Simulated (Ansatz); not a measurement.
Ansatz results at the PBE0-D4/def2-TZVP geometry: HOMO energy (B3LYP/def2-TZVPP) -6.13 eV; size of the dipole moment (B3LYP/def2-TZVPP) 1.93 D; size of the dipole moment (ωB97M-V/def2-TZVPP) 1.88 D.

Each molecule was computed in one conformer, which needn't be the lowest.

Which molecule gave them?
A. `F/C=C/[SiH3]`
B. `[F][GeH]1[CH2][CH2]1`
C. `CNC([SiH3])S`
D. `O=C=C(O)O`

D. The others give `F/C=C/[SiH3]`: -7.64, 0.66, 0.63; `[F][GeH]1[CH2][CH2]1`: -6.60, 2.14, 2.10; `CNC([SiH3])S`: -6.48, 1.32, 1.31.

B3LYP here is the variant with VWN-RPA as its local correlation; programs differ in this.
